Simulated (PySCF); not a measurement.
Energy of Zn⁺ (zinc, charge +1) between two integer charges

The 4s alpha orbital of [Ar] 3d10 4s1 is emptied in steps (occupation f), with all orbitals relaxed, ending at [Ar] 3d10. Computed with PySCF 2.14 in x2c-TZVPall (6s5p4d1f, 48 functions), with scalar relativity by spin-free X2C-1e. The exact energy is a straight line in f; departures are measured from the line between the end points of the same method.

| f | UHF (eV) | LDA (eV) | PBE (eV) | PBE0 (eV) | r2SCAN (eV) | LC-wPBE (eV) | BHandHLYP (eV) | wB97X (eV) | B3LYP (eV) | r2SCAN0 (eV) |
| --- | --- | --- | --- | --- | --- | --- | --- | --- | --- | --- |
| 1 | 0.000 | 0.000 | 0.000 | 0.000 | 0.000 | 0.000 | 0.000 | 0.000 | 0.000 | 0.000 |
| 0.8 | 0.018 | -0.676 | -0.671 | -0.488 | -0.581 | -0.054 | -0.343 | -0.107 | -0.549 | -0.425 |
| 0.6 | 0.026 | -1.013 | -1.009 | -0.733 | -0.873 | -0.077 | -0.517 | -0.150 | -0.825 | -0.637 |
| 0.4 | 0.026 | -1.009 | -1.011 | -0.734 | -0.867 | -0.077 | -0.519 | -0.133 | -0.826 | -0.631 |
| 0.2 | 0.017 | -0.668 | -0.676 | -0.489 | -0.575 | -0.055 | -0.348 | -0.073 | -0.551 | -0.418 |
| 0 | 0.000 | 0.000 | 0.000 | 0.000 | 0.000 | 0.000 | 0.000 | 0.000 | 0.000 | 0.000 |

```tsv
method	E(f=0) − E(f=1) (eV)	−ε at f=1 (eV)	−ε at f=0.4 (eV)
UHF	16.877	16.990	16.854
LDA	19.059	14.831	19.925
PBE	18.745	14.566	19.575
PBE0	18.356	15.307	18.964
r2SCAN	18.564	14.917	19.320
LC-wPBE	18.297	17.942	18.350
BHandHLYP	18.175	16.037	18.594
wB97X	18.083	17.381	18.295
B3LYP	18.727	15.300	19.411
r2SCAN0	18.293	15.619	18.848
```

Orbital energy along the path (eV):

```
  f      UHF      LDA      PBE     PBE0   r2SCAN  LC-wPBE  BHandHLYP    wB97X    B3LYP  r2SCAN0
  1  -16.990  -14.831  -14.566  -15.307  -14.917  -17.942    -16.037  -17.381  -15.300  -15.619
0.8  -16.942  -16.526  -16.221  -16.523  -16.384  -18.106    -16.882  -17.711  -16.661  -16.704
0.6  -16.897  -18.228  -17.892  -17.742  -17.845  -18.243    -17.734  -18.027  -18.033  -17.775
0.4  -16.854  -19.925  -19.575  -18.964  -19.320  -18.350    -18.594  -18.295  -19.411  -18.848
0.2  -16.812  -21.594  -21.273  -20.192  -20.733  -18.472    -19.468  -18.444  -20.793  -19.875
  0  -16.773  -23.186  -22.957  -21.391  -22.127  -18.675    -20.375  -18.405  -22.174  -20.868
```

Reference removal energy between the ground levels: 17.964 eV (measured; NIST Atomic Spectra Database, ionization energies). UHF lacks correlation.
